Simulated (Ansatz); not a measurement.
`[CH3][Hf]([Cl])([Cl])[Cl]` and `CC[Se][Hf]([Cl])([Cl])[Cl]` differ in one atom or group.

Ansatz, PBE0-D4/def2-TZVP geometries, multiplicity 1. Each molecule was computed in one conformer, which needn't be the lowest. `CC[Se][Hf]([Cl])([Cl])[Cl]` holds a close contact that its SMILES doesn't draw: H···Hf 2.67 Å.

Elements past krypton have def2 core potentials. Scalar relativity is left out up to krypton. Spin–orbit coupling is left out; it splits and shifts lone-pair levels of the heavy atoms by tenths of an eV.

```json
{"property": "zero-point energy (PBE0-D4/def2-TZVP) / kJ/mol", "`[CH3][Hf]([Cl])([Cl])[Cl]`": "99.1"}
{"property": "HOMO energy (PBE0/def2-TZVPP) / eV", "`[CH3][Hf]([Cl])([Cl])[Cl]`": "-8.60"}
{"property": "LUMO energy (PBE0/def2-TZVPP) / eV", "`[CH3][Hf]([Cl])([Cl])[Cl]`": "-1.72"}
{"property": "LUMO energy (ωB97M-V/def2-TZVPP) / eV", "`[CH3][Hf]([Cl])([Cl])[Cl]`": "0.41"}
{"property": "size of the dipole moment (PBE/def2-TZVPP) / D", "`[CH3][Hf]([Cl])([Cl])[Cl]`": "1.12"}
{"property": "HOMO–LUMO gap (PBE0/def2-TZVPP) / eV", "`[CH3][Hf]([Cl])([Cl])[Cl]`": "6.88"}
```

(1) Give the same properties after the change, and the shifts. (Estimate.)

## Answers

(1) Ansatz gave: 
| property | `CC[Se][Hf]([Cl])([Cl])[Cl]` | shift |
| --- | --- | --- |
| zero-point energy (PBE0-D4/def2-TZVP) / kJ/mol | 184.2 | 85.1 |
| HOMO energy (PBE0/def2-TZVPP) / eV | -7.33 | 1.27 |
| LUMO energy (PBE0/def2-TZVPP) / eV | -2.07 | -0.35 |
| LUMO energy (ωB97M-V/def2-TZVPP) / eV | -0.03 | -0.44 |
| size of the dipole moment (PBE/def2-TZVPP) / D | 2.16 | 1.04 |
| HOMO–LUMO gap (PBE0/def2-TZVPP) / eV | 5.26 | -1.62 |

With PBE0 the HOMO rises by 1.27 eV and the LUMO falls by 0.35 eV, so the gap narrows by about 1.62 eV. PBE moves the HOMO by 1.02 eV and ωB97M-V by 1.48 eV. The zero-point energy changes by 85.1 kJ/mol with +12 modes. Dipoles are sizes alone; their direction can turn.
